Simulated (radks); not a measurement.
The numbers below are computed, except where a source is named.
The phosphorus anion P3-, [Ar], held by a Watson sphere: a shell of charge +3 at radius R that stands for the Madelung well of a crystal (potential energy -3/R inside, -3/r outside, in hartree with lengths in bohr). Code: a radial shooting solver on a logarithmic mesh with Libxc functionals. Model: scalar-relativistic Kohn-Sham, PBE, spin-unpolarised, spherical densities, finite nucleus; Fermi nuclear charge, rms radius of each element as measured or else 0.836 A^(1/3) + 0.57 fm. Response by self-consistent Sternheimer equations with the Hartree and adiabatic LDA kernel, the relativistic mass of each level held fixed and spin-orbit coupling left out. The sphere does not respond.

R (bohr)  e(2p) (eV)  e(3s) (eV)  e(3p) (eV)  <r> 3p (bohr)  sum of <r^2> (bohr^2)  X-ray form factor at sin(theta)/lambda = 0.2 1/angstrom  alpha (bohr^3)
1.9          -121.25     -17.093      -8.348          2.196                  44.46                                                   10.971           26.52
2.19         -120.83     -15.993      -7.760          2.316                  48.87                                                   10.715           32.23
2.35         -120.77     -15.424      -7.420          2.382                  51.40                                                   10.596           36.06
2.78         -120.79     -14.060      -6.513          2.557                  58.44                                                   10.361           49.21
3.24         -120.80     -12.881      -5.615          2.738                  66.25                                                   10.223           69.03
3.87         -120.68     -11.684      -4.575          2.979                  77.51                                                   10.164           109.6
4.43         -120.51     -10.947      -3.846          3.187                  88.30                                                   10.176           163.6
4.61         -120.45     -10.762      -3.647          3.254                  91.96                                                   10.186           185.5
4.62         -120.45     -10.753      -3.637          3.257                  92.17                                                   10.186           186.8
